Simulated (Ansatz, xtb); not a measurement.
**Relaxing a trial structure of CH3BBrF**

The starting geometry of this gas-phase singlet was built from a drawn formula by distance geometry and a force field; its bonds are those of `B[C@H](F)Br`.

```xyz
7

C    -1.4946   -1.1994    0.1490
B    -0.6995   -1.7197   -1.0656
Br   -2.1868   -2.6892    1.1705
F    -0.6118   -0.4635    0.9595
H    -0.1616   -0.9776   -1.8498
H    -0.5765   -2.9106   -1.3302
H    -2.2936   -0.5737   -0.1379
```

Task: Where would you expect an optimisation with r2SCAN-D4/def2-SVP to take it?

Result: A new bond forms, giving a structure with Br3 bridging B2 and C1, given below by its coordinates. Contacts that close: B2–Br3 (2.86 → 2.27 Å).

The energy falls by 0.73 eV over 17 steps:

```csv
step,E − E(last) (eV)
1,0.731
3,0.568
5,0.517
6,0.499
8,0.398
10,0.201
12,0.055
13,0.015
15,0.001
17,0.000
```

Final geometry (Å):

```xyz
7

C    -1.5564   -0.9549   -0.0102
B    -0.7058   -1.8369   -0.9644
Br   -1.3062   -2.7833    1.0044
F    -1.0131    0.0422    0.6783
H     0.4873   -1.6862   -0.9502
H    -1.2799   -2.4654   -1.8151
H    -2.6502   -0.8491   -0.0473
```

From the same start GFN2-xTB reaches the same bonding as this run.

The end wasn't checked by frequencies. Run with Ansatz 0.2.0, 31 s on 2 threads of Intel(R) Xeon(R) Platinum 8259CL CPU @ 2.50GHz (Skylake/Cascade Lake) (shared host).
